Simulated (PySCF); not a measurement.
Compound: C₃H₆SeSi.
Atom-mapped SMILES: `[CH:1]#[C:2][SiH2:3][Se:4][CH3:5]` (hydrogens: H6 on C1; H7, H8 on Si3; H9, H10, H11 on C5)

Method used: PBE0-D3(BJ)/def2-SVP geometry optimisation, gas phase in PySCF.

(1) Give the optimised bond lengths and angles.

## Answers

(1) 
```json
{"bond": "C1≡C2", "length (Å)": "1.217"}
{"bond": "C2–Si3", "length (Å)": "1.835"}
{"bond": "Si3–Se4", "length (Å)": "2.272"}
{"bond": "Se4–C5", "length (Å)": "1.958"}
{"bond": "C1–H6", "length (Å)": "1.076"}
{"bond": "Si3–H7, Si3–H8", "length (Å)": "1.491"}
{"bond": "C5–H9, C5–H10, C5–H11", "length (Å)": "1.098"}
```

Bonds in one row agree within 0.01 Å and their mean is given. A selection of angles:
```json
{"angle": "C2–C1–H6", "degrees": "179.5"}
{"angle": "C1–C2–Si3", "degrees": "178.2"}
{"angle": "C2–Si3–Se4", "degrees": "110.3"}
{"angle": "C2–Si3–H7", "degrees": "107.6"}
{"angle": "C2–Si3–H8", "degrees": "110.4"}
{"angle": "Se4–Si3–H7", "degrees": "111.6"}
{"angle": "Se4–Si3–H8", "degrees": "106.5"}
{"angle": "H7–Si3–H8", "degrees": "110.4"}
{"angle": "Si3–Se4–C5", "degrees": "96.2"}
{"angle": "Se4–C5–H9", "degrees": "106.5"}
{"angle": "Se4–C5–H10", "degrees": "110.1"}
{"angle": "Se4–C5–H11", "degrees": "110.8"}
{"angle": "H9–C5–H10", "degrees": "109.5"}
{"angle": "H10–C5–H11", "degrees": "110.5"}
```

Dihedral angles: C2–Si3–Se4–C5 -56° (synclinal). The mirror-image conformer, all signs reversed, is as good.

Si3 (SiH2 silicon) is tetrahedral (angles from 106.5° to 111.6°). Of the pairs four or more bonds apart, C2···H10 is among the closest relative to their van der Waals radii: 3.01 Å, 104 % of the sum of Bondi's values.

Point group: C1 (no symmetry element, even within 0.4 Å). No frequency check. The numbers are those of one conformer.

On one thread, Arm Neoverse V2 (aarch64), shared host, this took 28 s wall and 0.53 GiB of memory at its peak. This is the geometry optimisation.
